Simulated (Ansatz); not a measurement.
Ideal-gas functions of C₂H₅AlS, SMILES `C=[C]([AlH2])S` at 500 K and 1 bar, from an Ansatz frequency run at PBE0-D4/def2-TZVP.

Molar mass 88.11 g/mol, point group Cs (symmetry number 1), electronic degeneracy 1, moments of inertia 71.306, 167.976, 239.282 u Å². Harmonic wavenumbers (cm⁻¹, unscaled): 145, 157, 205, 294, 310, 487, 541, 614, 707, 771, 817, 939, 971, 1150, 1431, 1620, 1921, 1938, 2703, 3120, 3207.

Use S(trans) = R[1.5 ln M + 2.5 ln T − 1.1517]; rotational temperatures θ = 24.2544 K / I; S(rot) = R[ln(√π/σ · √(T³/θAθBθC)) + 1.5]; for each mode x = 1.438777 ν̃/T, S = R[x/(eˣ − 1) − ln(1 − e⁻ˣ)] and H = RT x/(eˣ − 1); 1 cm⁻¹ = 0.0119627 kJ/mol; R = 8.31446 J/(mol·K).

By hand: the entropy, in J/(mol·K).

Translation 175.5. Rotation: θ = 0.3401, 0.1444, 0.1014 K, giving 116.8. Vibration, mode by mode: 15.64, 14.99, 12.82, 9.95, 9.53, 6.16, 5.43, 4.59, 3.71, 3.21, 2.89, 2.19, 2.04, 1.35, 0.70, 0.45, 0.22, 0.21, 0.03, 0.01, 0.01, in all 96.1. Electronic 0.0. Sum 388.4 J/(mol·K).

By hand: H − E and G − E in kJ/mol, counted from the electronic energy.

Zero-point energy ½ × 24048 × 0.0119627 = 143.8; thermal vibration 26.2; translation, rotation and pV give 4 RT = 16.6. H − E = 186.6 kJ/mol, and G − E = 186.6 − 500 × 388.4/1000 = -7.6 kJ/mol.

Vibration gives 25 % of the entropy, 15.6 J/(mol·K) of it from the mode under 150 cm⁻¹: soft modes count most, and the harmonic formula is weakest for them. The sum counts one conformer and one mirror image; others add a mixing term.
